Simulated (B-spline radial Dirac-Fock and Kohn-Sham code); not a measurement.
# How core holes in Tm⁶⁺ decay

System: thulium as Tm⁶⁺, [Kr] 4d10 4f11 5s2 5p4.

Level of theory: independent-particle rates on relativistic LDA orbitals of the hole state (multipoles up to L = 3, Coulomb Auger matrix elements, transition energies from Dirac-Fock); a radial atomic solver.

Partial widths are in eV. Coster-Kronig decay leaves a hole in the same principal shell; its rates are the weakest part of the model, often 1.5 to 2.5 times too large and more for N holes. Holes without an open Auger channel, or with an unreliable SCF state, are not listed.

| hole | radiative | Auger | Coster-Kronig | total | fluorescence yield | lifetime (fs) |
| --- | --- | --- | --- | --- | --- | --- |
| K | 27.9 | 1.47 | 0 | 29.3 | 0.950 | 0.0224 |
| L1 | 0.577 | 1.82 | 2.57 | 4.97 | 0.116 | 0.132 |
| L2 | 0.981 | 2.70 | 0.645 | 4.32 | 0.227 | 0.152 |
| L3 | 0.893 | 3.33 | 0 | 4.22 | 0.212 | 0.156 |
| M1 | 0.0193 | 0.856 | 12.2 | 13.0 | 0.00148 | 0.0505 |
| M2 | 0.0204 | 0.927 | 8.43 | 9.37 | 0.00217 | 0.0702 |
| M3 | 0.0211 | 1.08 | 6.04 | 7.14 | 0.00295 | 0.0922 |
| M4 | 0.0189 | 1.33 | 0 | 1.35 | 0.0140 | 0.487 |
| M5 | 0.0180 | 1.38 | 0 | 1.39 | 0.0129 | 0.472 |
| N1 | 0.000558 | 0.0658 | 7.16 | 7.23 | 7.72e-05 | 0.0911 |
| N2 | 0.00112 | 0.0498 | 9.20 | 9.25 | 0.000121 | 0.0711 |
| N4 | 0.000736 | 0.0315 | 4.38 | 4.41 | 0.000167 | 0.149 |
| N5 | 0.000671 | 0.0365 | 4.23 | 4.27 | 0.000157 | 0.154 |

Values without a named source are computed, but for edge energies of neutral atoms, which are taken from tables.
